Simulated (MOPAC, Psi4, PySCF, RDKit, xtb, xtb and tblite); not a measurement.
Relaxed torsion scan: C₈H₆O₂, SMILES c1coc(-c2ccco2)c1, singlet. Scanned: dihedral O3–C4–C5–O9; all other coordinates were relaxed at GFN2-xTB. Points at φ and −φ are mirror images.

Geometry of the scan point at 120° (Å):
```
16

C     -2.8831    -0.5220    -0.2725
C     -2.6888     0.7708     0.1039
O     -1.3865     1.0897     0.0630
C     -0.7205    -0.0085    -0.3624
C      0.7295     0.0368    -0.4497
C      1.5614     0.8947    -1.1158
C      2.8788     0.5023    -0.7843
C      2.7509    -0.5507     0.0674
O      1.4581    -0.8350     0.2848
C     -1.5996    -1.0366    -0.5678
H     -3.8158    -1.0442    -0.3320
H     -3.3708     1.5378     0.4134
H      1.2657     1.6911    -1.7672
H      3.7895     0.9450    -1.1319
H      3.4768    -1.1593     0.5693
H     -1.3571    -2.0249    -0.9000
```

GFN2-xTB (xtb and tblite); MMFF94 // GFN2-xTB (RDKit); B3LYP/def2-SVP // GFN2-xTB (Psi4); B3LYP-D3(BJ)/def2-SVP // GFN2-xTB (Psi4); PBE/def2-SVP // GFN2-xTB (Psi4); PBE-D3(BJ)/def2-SVP // GFN2-xTB (Psi4); UFF // GFN2-xTB (RDKit); PM6, restricted, heats of formation // GFN2-xTB (MOPAC); AM1, restricted, heats of formation // GFN2-xTB (MOPAC); GFN1-xTB // GFN2-xTB (xtb); RKS-B3LYP/6-31G* = restricted B3LYP/6-31G*, spherical d, density fitting // GFN2-xTB in PySCF; RKS-B3LYP/LANL2DZ = restricted B3LYP/LANL2DZ, density fitting // GFN2-xTB run with PySCF 2.14.0; RKS-LDA (SVWN5)/6-31G* = restricted LDA (SVWN5)/6-31G*, spherical d, density fitting // GFN2-xTB (PySCF); RHF/STO-3G = restricted Hartree-Fock/STO-3G // GFN2-xTB run with PySCF.

Least-squares fit of E(φ) = a0 + Σ (a_n cos nφ + b_n sin nφ), n = 1 to 4, to the 24 scan points, in kcal/mol above the lowest point of each profile (levels whose profile four harmonics don't fit are not listed):

```json
[
 {"method": "GFN2-xTB", "a0": "2.91", "a1": "0.31", "b1": "0.00", "a2": "-2.61", "b2": "0.00", "a3": "0.10", "b3": "0.00", "a4": "0.12", "b4": "0.00", "rms of fit": "0.01"},
 {"method": "MMFF94", "a0": "4.16", "a1": "1.01", "b1": "0.00", "a2": "-3.27", "b2": "0.00", "a3": "0.15", "b3": "0.00", "a4": "0.27", "b4": "0.00", "rms of fit": "0.03"},
 {"method": "B3LYP/def2-SVP", "a0": "3.17", "a1": "0.59", "b1": "0.00", "a2": "-2.32", "b2": "0.00", "a3": "0.40", "b3": "0.00", "a4": "0.16", "b4": "0.00", "rms of fit": "0.02"},
 {"method": "B3LYP-D3(BJ)/def2-SVP", "a0": "3.21", "a1": "0.55", "b1": "0.00", "a2": "-2.41", "b2": "0.00", "a3": "0.41", "b3": "0.00", "a4": "0.18", "b4": "0.00", "rms of fit": "0.02"},
 {"method": "PBE/def2-SVP", "a0": "3.22", "a1": "0.52", "b1": "0.00", "a2": "-2.49", "b2": "0.00", "a3": "0.36", "b3": "0.00", "a4": "0.18", "b4": "0.00", "rms of fit": "0.03"},
 {"method": "PBE-D3(BJ)/def2-SVP", "a0": "3.25", "a1": "0.50", "b1": "0.00", "a2": "-2.54", "b2": "0.00", "a3": "0.37", "b3": "0.00", "a4": "0.18", "b4": "0.00", "rms of fit": "0.03"},
 {"method": "UFF", "a0": "4.96", "a1": "-0.98", "b1": "0.00", "a2": "-4.65", "b2": "0.00", "a3": "0.30", "b3": "0.00", "a4": "0.45", "b4": "0.00", "rms of fit": "0.06"},
 {"method": "PM6", "a0": "1.14", "a1": "0.42", "b1": "0.00", "a2": "-0.73", "b2": "0.00", "a3": "-0.02", "b3": "0.00", "a4": "-0.02", "b4": "0.00", "rms of fit": "0.01"},
 {"method": "AM1", "a0": "1.60", "a1": "-0.12", "b1": "0.00", "a2": "-1.54", "b2": "0.00", "a3": "0.04", "b3": "0.00", "a4": "0.00", "b4": "0.00", "rms of fit": "0.01"},
 {"method": "GFN1-xTB", "a0": "3.93", "a1": "0.86", "b1": "0.00", "a2": "-3.03", "b2": "0.00", "a3": "0.14", "b3": "0.00", "a4": "0.11", "b4": "0.00", "rms of fit": "0.01"},
 {"method": "RKS-B3LYP/6-31G*", "a0": "2.92", "a1": "0.52", "b1": "0.00", "a2": "-2.19", "b2": "0.00", "a3": "0.37", "b3": "0.00", "a4": "0.18", "b4": "0.00", "rms of fit": "0.02"},
 {"method": "RKS-B3LYP/LANL2DZ", "a0": "3.26", "a1": "0.94", "b1": "0.00", "a2": "-2.10", "b2": "0.00", "a3": "0.37", "b3": "0.00", "a4": "0.17", "b4": "0.00", "rms of fit": "0.02"},
 {"method": "RKS-LDA (SVWN5)/6-31G*", "a0": "3.15", "a1": "0.44", "b1": "0.00", "a2": "-2.55", "b2": "0.00", "a3": "0.35", "b3": "0.00", "a4": "0.20", "b4": "0.00", "rms of fit": "0.03"},
 {"method": "RHF/STO-3G", "a0": "2.15", "a1": "0.44", "b1": "0.00", "a2": "-1.59", "b2": "0.00", "a3": "0.13", "b3": "0.00", "a4": "0.01", "b4": "0.00", "rms of fit": "0.01"}
]
```
